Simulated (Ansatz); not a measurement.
Calculated with Ansatz (gas phase, PBE0-D4/def2-TZVP geometries, no zero-point term in ΔE). CCSD(T)/CBS adds triple-zeta CCSD(T) − MP2 to the extrapolated MP2 energy (def2 sets, frozen cores). This one scheme is used for every species. Functionals use def2-TZVPP. For Ge outer-core shells are correlated without core-valence functions, which leaves a few kJ/mol of doubt a bond. Scalar relativity is left out up to krypton. Each species was taken in one conformer, which may not be the lowest.

`[CH3][GeH]([F])[SH]` + H–F → `[CH3][GeH]([F])[F]` + H₂S  (ligand exchange at a Ge–S bond)

`[CH3][GeH]([F])[SH]`:

Z-matrix (Å, degrees):
```
C
Ge 1 1.934
H 1 1.090 2 110.1
H 1 1.090 2 109.5 3 120.1
H 1 1.091 2 109.6 3 -120.5
F 2 1.746 1 105.4 3 179.9
S 2 2.208 1 113.0 3 -61.7
H 2 1.534 1 116.8 3 62.8
H 7 1.343 2 94.0 1 -39.1
```

H–F:

```xyz
2

F    -0.067    0.297    0.345
H     0.067   -0.297   -0.345
```

`[CH3][GeH]([F])[F]`:

Z-matrix (Å, degrees):
```
C
Ge 1 1.922
H 1 1.090 2 110.1
H 1 1.090 2 110.1 3 120.5
H 1 1.090 2 108.9 3 -119.7
F 2 1.731 1 108.5 3 175.9
F 2 1.731 1 108.5 3 63.3
H 2 1.531 1 120.4 3 -60.4
```

H₂S:

Cartesian coordinates in Å:
```
S 0.467 0.236 -0.332
H -0.656 0.752 0.190
H 0.189 -0.988 0.142
```

```tsv
level	ΔE (kcal/mol)	difference from CCSD(T)/CBS
LDA (SPW92)	-3.8	0.4
PBE-D4	-3.6	0.6
revPBE-D4	-3.3	0.9
BLYP-D4	-6.0	-1.8
r2SCAN-D4	-5.9	-1.7
PBE0-D4	-3.4	0.8
BLYP	-8.1	-3.9
PBE0	-4.4	-0.2
CAM-B3LYP	-8.7	-4.5
LC-ωPBE	-6.7	-2.5
MP2/def2-SVP	-8.4	-4.2
CCSD(T)/def2-SVP	-9.1	-4.9
HF/def2-TZVPP	-10.0	-5.8
SCS-MP2/def2-TZVPP	-6.1	-1.9
MP2/def2-QZVPP	-3.6	0.6
SCS-MP2/def2-QZVPP	-5.7	-1.5
CCSD(T)/CBS	-4.2	0
```

Largest T1 diagnostic among the species: 0.012.

At CCSD(T), def2-SVP lies −4.9 kcal/mol from the extrapolated value and def2-TZVPP −1.2 kcal/mol. In def2-TZVPP, CCSD(T) changes the Hartree–Fock value by +4.6 kcal/mol (the triples alone add +0.7 kcal/mol) and MP2 by +5.9 kcal/mol. The D4 term adds +1.8 kcal/mol with B3LYP and +1.0 kcal/mol with PBE0; it sums over pairs of atoms, weighted by their polarisabilities, and B3LYP, whose exchange is more repulsive, gets the larger term.

B3LYP here is the variant with VWN-RPA as its local correlation; programs differ in this.
